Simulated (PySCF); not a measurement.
Stepwise substitution at one centre (Ga CH3-SH). Gas-phase values, no solvent. One relaxed conformer stands for each flexible species; it need not be the lowest. Strings in code marks are SMILES.

Computed with PySCF with PBE-D3(BJ)/def2-TZVP // B3LYP-D3(BJ)/def2-TZVP. Excitations are Tamm–Dancoff values on a coarser integration grid. The basis has no diffuse functions, so Rydberg states are missing or too high.

```tsv
species	S1 excitation (TDA) (eV)	S1–T1 gap (TDA) (eV)	HOMO (eV)	LUMO (eV)	S1 oscillator strength
0 of 3 CH3 replaced by SH	4.94	0.29	-6.19	-1.35	0.000
1 of 3 CH3 replaced by SH (`[CH3][Ga]([CH3])[SH]` (C–Ga–S–H torsion 179°))	5.22	0.87	-6.10	-1.44	0.057
2 of 3 CH3 replaced by SH (`[CH3][Ga]([SH])[SH]` (S–Ga–S–H torsion -180°, S–Ga–S–H torsion 180°))	5.06	0.68	-6.13	-1.52	0.012
3 of 3 CH3 replaced by SH	4.55	0.24	-6.44	-1.98	0.000
```
